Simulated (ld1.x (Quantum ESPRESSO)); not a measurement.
# Building the PAW potential for zinc (Zn) (PBEsol, scalar-relativistic).

| Property | Result |
| --- | --- |
| Element | zinc |
| Generator | ld1.x (Quantum ESPRESSO) 7.5 |
| Type | PAW |
| Functional | PBEsol |
| Relativity | scalar-relativistic |
| Frozen core | [Ne] |
| Valence charge | 20 |
| Reference configuration | 3s2 3p6 3d10 4s2 4p0 |
| Partial waves | 3s (bound): rcut 0.90, rcutus 1.00 bohr; 4s (bound): rcut 0.90, rcutus 1.00 bohr; 3p (bound): rcut 1.05, rcutus 1.40 bohr; 4p (bound, empty): rcut 1.05, rcutus 1.40 bohr; 3d (bound): rcut 0.95, rcutus 1.35 bohr; 3d channel at 3.35 Ry: rcut 0.95, rcutus 1.35 bohr |
| Local potential | all-electron potential smoothed inside 1.25 bohr (lloc = -1) |
| Core correction | a·sin(br)/r model core, default radius (core density twice the valence density) |
| Augmentation charge | BESSEL, radius 0.80 bohr |

All-electron outer shells of the reference configuration (PBEsol, scalar-relativistic, ld1.x):

| shell | level (eV) | outermost node (bohr) | outermost maximum (bohr) |
| --- | --- | --- | --- |
| 2s | -1157.28 | 0.07 | 0.19 |
| 2p | -1003.46 | – | 0.15 |
| 3s | -128.92 | 0.28 | 0.59 |
| 3p | -83.26 | 0.25 | 0.59 |
| 3d | -10.17 | – | 0.56 |
| 4s | -6.00 | 0.85 | 2.09 |
| 4p | -1.07 | 0.92 | 3.04 |

Q: Is the overlap operator S = 1 + Σ q|β⟩⟨β| positive definite (Bessel basis up to 400 Ry)?

A: No: its lowest eigenvalue is -0.129, in the s channel, so the generalised eigenproblem breaks down once the basis is large enough.

Its largest configuration-test error is -1.7 meV (3s2 3p6 3d10 4s0 4p0). Test run stopped at test 4 of 7 (negative rho), 1 before it not solved. Not counted: 3s2 3p6 3d9 4s0 4p0 (solver errors, printed error -4571 eV).

The ghost test of this file was not conclusive. Its overlap operator is not positive definite in a basis up to 400 Ry (lowest eigenvalue s -0.13), so the file is unfit for use: the generalised eigenproblem breaks down once the basis is large enough, and its test numbers describe a broken file.
